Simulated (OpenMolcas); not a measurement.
## Cu2+: moving or changing the point charges

Cu2+ among 4 point charges of -2 e arranged as a tetrahedron (Td), 1.96 Å from the ion.

| Item | Value |
| --- | --- |
| Program | OpenMolcas |
| Method | CASSCF |
| Basis | ANO-RCC-VTZP [6s5p3d2f1g] |
| Scalar Hamiltonian | DKH2, point nucleus |
| Active space | 9 electrons in 5 orbitals (3d) |
| State averaging | 2S+1 = 2 even, 5 roots |
| Spin-orbit coupling | RASSI with atomic mean-field integrals over the reference wave functions |

Runs around this geometry, states (labels of Td). Energies in cm-1 above the lowest state or level, χT in cm3 K/mol; under a threefold ground state the first gap can be a small split of the lowest multiplet, not the spin-orbit step; 10Dq is the gap between the two states; 10Dq is negative for this site.

| R (Å) | q (e) | Ground state | First state of that spin | 10Dq | First gap with spin-orbit (degeneracies) | χT at 300 K |
| --- | --- | --- | --- | --- | --- | --- |
| 1.96 | -1 | 2T2 | 2E 633.5 | -633 | 332.8 (2, 4) | 1.405 |
| 1.8 | -2 | 2T2 | 2E 1507 | -1507 | 630.3 (2, 4) | 1.094 |
| 1.96 | -2 | 2T2 | 2E 1094 | -1094 | 510.6 (2, 4) | 1.218 |
| 2.12 | -2 | 2T2 | 2E 793.7 | -794 | 400.1 (2, 4) | 1.335 |

Taking |10Dq| as R^-n, n = -ln(794 / 1507) / ln(2.12 / 1.8) = 3.9 between the shortest and longest distance. The point-charge formula for a cubic d site gives n = 5.

Scaling the charges by -1 / -2 = 0.50 scales |10Dq| by 633 / 1094 = 0.58; with fixed orbitals a first-order splitting would follow the charge.

An orbital triplet at a regular site is open to Jahn-Teller coupling, which can distort the site and quench the lowest spin-orbit gaps and is left out. The ground term spreads over less than 5000 cm-1, several times less than with real ligands, so orbital moments are less quenched and χT lies further from the spin-only value than at real sites. Point charges carry no covalency, so the field is a model and not that of real ligands. No measured value stands beside these numbers.
